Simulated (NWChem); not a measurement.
System: BH$_{2}$SOF; SMILES OB(F)S

Here is an NWChem input.

```
start job
memory heap 200 mb stack 900 mb global 1100 mb
geometry units angstroms noautosym nocenter noautoz
  B      0.013758    -0.457589     0.000000
  F     -1.118845    -1.169069     0.000000
  O      1.222669    -1.072195     0.000000
  H      1.132478    -2.038481     0.000000
  S     -0.121722     1.361178     0.000000
  H      1.206721     1.594554     0.000000
end
basis spherical
  B library def2-svp
  F library def2-svp
  O library def2-svp
  H library def2-svp
  S library def2-svp
end
dft
  xc b3lyp
  iterations 150
end
property
  efieldgrad
end
task dft property
```

All runs use the structure optimised with B3LYP/6-31G* (spherical d).

Vzz is the largest principal value of the second derivative of the potential at the nucleus (NWChem prints the opposite sign); η is the asymmetry. Non-relativistic.

Atoms are numbered as in the input.

**Question.** Give the results of this calculation. (B3LYP/def2-SVP.) Quantities: Vzz B1 (a.u.); η B1; Vzz O3 (a.u.); η O3; Vzz S5 (a.u.); η S5.

**Answer.** The vzz B1 (a.u.) comes out as 0.249 and the η B1 is 0.51. The vzz O3 (a.u.) is 1.350. The η O3 is 0.24. The vzz S5 (a.u.) is 1.800 and the η S5 is 0.93.
